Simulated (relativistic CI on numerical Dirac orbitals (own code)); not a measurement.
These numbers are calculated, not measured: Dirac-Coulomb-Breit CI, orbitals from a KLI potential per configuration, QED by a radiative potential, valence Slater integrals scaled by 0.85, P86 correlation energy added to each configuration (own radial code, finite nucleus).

Configuration list (outside the closed core [Ne]): 3s2 3p5, 3s 3p6, 3s2 3p4 3d, 3s2 3p4 4s, 3s2 3p4 4p, 3s 3p5 3d, 3s2 3p4 5s, 3s2 3p4 4d, 3s2 3p4 5p, 3s2 3p4 4f, 3s2 3p4 6s, 3s2 3p4 5d, 3s2 3p4 6p, 3s2 3p4 5f, 3s2 3p4 5g, 3s2 3p4 6d, 3s2 3p3 4s 4p, 3s2 3p3 3d 4p, 3s 3p5 4s, 3s2 3p3 3d2, 3s2 3p2 3d3, 3s2 3p2 3d2 4s, 3s2 3p2 3d2 4p, 3s 3p3 3d3, 3s2 3p2 3d2 5s, 3s2 3p3 4s2, 3s2 3p2 3d 4s2, 3s2 3p2 4s2 4p, 3s 3p3 3d 4s2, 3s2 3p2 4s2 5s, 3s2 3p3 3d 4s, 3s2 3p2 3d 4s 4p, 3s 3p3 3d2 4s, 3s2 3p2 3d 4s 5s, 3p5 3d2, 3p4 3d3, 3p4 3d2 4s, 3p4 3d2 4p, 3p4 3d2 5s, 3s2 3p3 4p2, 3s2 3p2 3d 4p2, 3s2 3p2 4s 4p2, 3s2 3p2 4p3, 3s 3p3 3d 4p2, 3s2 3p2 4p2 5s. Double excitations out of closed p, d and f shells are left out; levels of such configurations are missing from the list, as are those of other unlisted configurations, and high levels can miss mixing partners. These lack a partner that the ground configuration has and come out too high: 3s2 3p4 4d, 3s2 3p4 5p, 3s2 3p4 4f, 3s2 3p4 6s, 3s2 3p4 5d.

For a near-neutral ion this model can misplace configurations by up to about 10,000 cm⁻¹ (more where the count of f electrons changes) and terms by 10 to 25 % of their spread. Rates follow the energies as ν³ (E1, M1) or ν⁵ (E2), so they and the lifetimes can be off by large factors. The fine structure of a lone outer electron comes out too small, for d and f at times inverted, and misplaced configurations move strength between like terms. 34 of the 34 excited levels that our extract of the measured tables holds in this range could be paired (the sources list more); they are missed by 5169 cm⁻¹ on average and 12432 at most, and levels without a partner can miss by more.

Outline of the computed level scheme of Ar II. Lowest level of each configuration: 3s2 3p5 2P°_3/2 at 0.0000 eV; 3s 3p6 2S_1/2 at 15.0212 eV; 3s2 3p4 4s 4P_5/2 at 17.1800 eV; 3s2 3p4 3d 4D_7/2 at 17.3727 eV; 3s2 3p4 4p 4P°_5/2 at 19.6763 eV.

Some strong electric-dipole decays among the lowest 45 levels: 3s2 3p4 4s 2P_3/2 → 3s2 3p5 2P°_3/2 (2.9e+09 s⁻¹); 3s2 3p4 4s 2P_1/2 → 3s2 3p5 2P°_1/2 (2.2e+09 s⁻¹); 3s2 3p4 4s 2S_1/2 → 3s2 3p5 2P°_3/2 (1.6e+09 s⁻¹); 3s2 3p4 4s 2P_1/2 → 3s2 3p5 2P°_3/2 (1.3e+09 s⁻¹); 3s2 3p4 4s 2D_5/2 → 3s2 3p5 2P°_3/2 (1.1e+09 s⁻¹); 3s2 3p4 3d 2D_5/2 → 3s2 3p5 2P°_3/2 (1.1e+09 s⁻¹); 3s2 3p4 3d 2D_3/2 → 3s2 3p5 2P°_1/2 (1.0e+09 s⁻¹); 3s2 3p4 4s 2S_1/2 → 3s2 3p5 2P°_1/2 (9.4e+08 s⁻¹).

Rates of lines that live on the mixing of spin multiplicities can be off by large factors.
